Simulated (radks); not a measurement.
Cd4+, configuration [Kr] 4d8. Calculated with a radial shooting solver on a logarithmic mesh with Libxc functionals: Dirac Kohn-Sham, PBE, spin-unpolarised, spherical densities, point nucleus; open shells are shared between the two j in proportion to 2j + 1.

X-ray form factor f0, the Fourier transform of the density (f0(0) = 44):

| sin(theta)/lambda (1/angstrom) | f0 (electrons) |
|---|---|
| 0.05 | 43.583 |
| 0.1 | 42.384 |
| 0.15 | 40.549 |
| 0.2 | 38.279 |
| 0.25 | 35.786 |
| 0.3 | 33.258 |
| 0.4 | 28.613 |
| 0.5 | 24.899 |
| 0.6 | 22.119 |
| 0.8 | 18.387 |
| 1 | 15.666 |
| 1.25 | 12.658 |
| 1.5 | 10.100 |
| 2 | 6.881 |
